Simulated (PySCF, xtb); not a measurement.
MoCl3H3, SMILES [Cl][MoH3]([Cl])[Cl], multiplicity 1.

GFN2-xTB (xtb) at its own geometry gives an orbital gap of 2.13 eV and a dipole moment of 4.48 D.

The structure is a stationary point at PBE-D3(BJ)/def2-SVP. The multiplicity is an assumed one; no other spin state was optimised. The structure was generated by enumeration; whether it is a known compound was not checked. The def2 effective core potentials stand for the cores of Mo; spin–orbit coupling is left out.

**Question.** What does PBE/def2-TZVP in PySCF give? (Estimate from the structure and the level; the computed values follow.)

**Answer.** gap 2.48 eV (levels -7.07 and -4.59 eV), dipole 0.28 D.
